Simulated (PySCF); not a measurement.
# Electronic structure of Xe+ (xenon, charge +1) at the M06-L level

Configuration: [Kr] 4d10 5s2 5p5, 2P determinant. Calculation: PySCF 2.14, in aug-cc-pV5Z-PP with ECP28MDF; scalar relativity through the core potential.

```json
{"Total energy": "-329.0921 hartree", "One-electron energy": "-562.5285 hartree", "Hartree (Coulomb) energy": "257.0535 hartree", "Exchange-correlation energy": "-23.6171 hartree", "⟨S²⟩": "0.7540", "⟨L²⟩": "2.023", "Sum of ⟨r⟩": "29.54 bohr", "Sum of ⟨r²⟩": "48.74 bohr²", "Traceless quadrupole moment −½Σ⟨3z² − r²⟩ along its main axis": "1.92 e·bohr²", "Time after the integrals": "of the order of 6 core-seconds"}
```

| shell | electrons | mean orbital energy (hartree) | spread (hartree) | rms radius, mean of both spins (bohr) |
| --- | --- | --- | --- | --- |
| 4s α | 1 | -7.73726 | 0 | 0.768 |
| 4s β | 1 | -7.73418 | 0 | 0.768 |
| 4p α | 3 | -5.65719 | 0.02454 | 0.822 |
| 4p β | 3 | -5.65395 | 0.02136 | 0.822 |
| 4d α | 5 | -2.58194 | 0.02595 | 0.936 |
| 4d β | 5 | -2.57665 | 0.01777 | 0.936 |
| 5s α | 1 | -1.09307 | 0 | 1.95 |
| 5s β | 1 | -1.05496 | 0 | 1.95 |
| 5p α | 3 | -0.63709 | 0.05065 | 2.33 |
| 5p β | 2 | -0.60779 | 0 | 2.33 |

Energies and moments cover only the electrons outside the core potential.
